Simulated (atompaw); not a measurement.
Building the PAW (atompaw) potential for tin (Sn) (PBE, scalar-relativistic).

```json
{
 "Element": "Sn (Z = 50)",
 "Generator": "atompaw 4.2.0.5",
 "Type": "PAW",
 "Functional": "PBE",
 "Relativity": "scalar-relativistic",
 "Frozen core": "[Kr]",
 "Valence charge": "14",
 "Reference configuration": "4d10 5s2 5p0 (charge +2)",
 "Partial waves": "5s (bound): rc 1.80 bohr; 5s channel at 2.8 Ry: rc 1.80 bohr; 5p (bound, empty): rc 1.00 bohr; 5p channel at 3.65 Ry: rc 1.80 bohr; 4d (bound): rc 1.45 bohr; 4d channel at 0.9 Ry: rc 1.80 bohr",
 "Local potential": "troulliermartins scheme with l = 3 at 1 Ry, radius 1.35 bohr",
 "Core correction": "smooth core density matched at 1.65 bohr",
 "Augmentation charge": "sinc compensation charge, radius 1.65 bohr; PAW radius 1.80 bohr; waves and projectors: custom rrkj vanderbiltortho"
}
```

Poles of the logarithmic derivatives, all-electron (AE) and pseudo (PS). s: poles at 4.8 (AE) and 4.1 (PS) Ry. p: poles at no energy (AE) and no energy (PS) Ry. d: poles at -2.5 (AE) and -2.5 (PS) Ry. Test radius 1.80 bohr.

- Cutoffs needed: 70 Ry and 120 Ry (the cutoffs (Ry, on a coarse ladder) from which the occupation-weighted sum of valence levels, in a spherical-Bessel basis at the reference potential, stays within 10 and 1 mRy of its value at 400 Ry)
- Ghost test: ghost states, extra bound levels that the all-electron valence spectrum of the same l lacks: s at -486.5 eV, p at -359.2 eV; a true bound ghost makes a file unfit for plane-wave use (spherical-Bessel basis up to 400 Ry, 20 bohr box)
- Lowest eigenvalue of the overlap operator: 0.03 (p channel)
- Overlap eigenvalues printed by atompaw (projector basis): 0.0602, 0.219, 0.942, 20.5, 164, 8.73e+03
- Share of each valence orbital outside the PAW sphere: 5s 70 %, 5p 85 %, 4d 7 %
